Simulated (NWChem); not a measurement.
# C$_{2}$F$_{5}$, doublet; SMILES F[C](F)C(F)(F)F

```xyz
7

F      0.0012     1.5177    -1.1033
C     -0.3548     0.8708     0.0000
F      0.0012     1.5177     1.1033
C     -0.0204    -0.6108     0.0000
F      1.3184    -0.8276     0.0000
F     -0.5353    -1.1906     1.0968
F     -0.5353    -1.1906    -1.0968
```
Atoms are numbered in this order, from 1.

Results from NWChem. Spin-unrestricted. In the optimisation the excess spin sits in a' (Cs, its own frame). The geometry was optimised at PBE-D3(BJ)/def2-SVP, spin-unrestricted. No stability test was run on the SCF state. Level TPSS/def2-SVP: single points from the atomic guess with DIIS by default; each run changes one setting, and all converged runs end within 0.3 mHa of each other. NWChem's automatic level shift, which a small gap switches on, acted in some of these runs.

Q: Which setting needs the most SCF iterations, or fails (DIIS on 20 Fock matrices; core-Hamiltonian guess; occupation smearing of 0.005 Ha; no DIIS, 40 % damping; defaults; DIIS on 3 Fock matrices)?

A: no DIIS, 40 % damping, with 29 against 10 for the defaults.
| setting | SCF iterations |
|---|---|
| defaults | 10 |
| DIIS on 3 Fock matrices | 9 |
| DIIS on 20 Fock matrices | 9 |
| no DIIS, 40 % damping | 29 |
| occupation smearing of 0.005 Ha | 10 |
| core-Hamiltonian guess | 20 |
